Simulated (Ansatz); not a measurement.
Reaction (isomerisation): `[CH3][Sn]([CH3])([F])[F]` → `FC[CH](F)[SnH3]`

Calculated with Ansatz (gas phase, PBE0-D4/def2-TZVP geometries, no zero-point term in ΔE). CBS: MP2 limit from def2 TZ/QZ plus the TZ coupled-cluster correction, frozen cores. Functionals use def2-TZVPP. B3LYP here is the variant with VWN-RPA as its local correlation; programs differ in this. Elements past krypton have def2 core potentials. For Sn outer-core shells are correlated without core-valence functions, which leaves a few kJ/mol of doubt a bond. One conformer a species, not always the lowest.

| level | ΔE (kJ/mol) | difference from CCSD(T)/CBS |
| --- | --- | --- |
| PBE0-D4 | 342.3 | -32.8 |
| B3LYP-D4 | 351.3 | -23.8 |
| B2PLYP | 363.0 | -12.1 |
| PBE0 | 342.7 | -32.4 |
| B3LYP | 352.3 | -22.8 |
| HF/def2-TZVPP | 346.6 | -28.5 |
| SCS-MP2/def2-TZVPP | 366.9 | -8.2 |
| CCSD(T)/def2-TZVPP | 351.4 | -23.7 |
| HF/def2-QZVPP | 353.8 | -21.3 |
| HF/CBS(def2) | 354.8 | -20.3 |
| CCSD(T)/CBS | 375.1 | 0 |

Largest T1 diagnostic among the species: 0.013.

In def2-TZVPP, CCSD(T) changes the Hartree–Fock value by +4.8 kJ/mol (the triples alone add +1.5 kJ/mol) and MP2 by +29.9 kJ/mol.
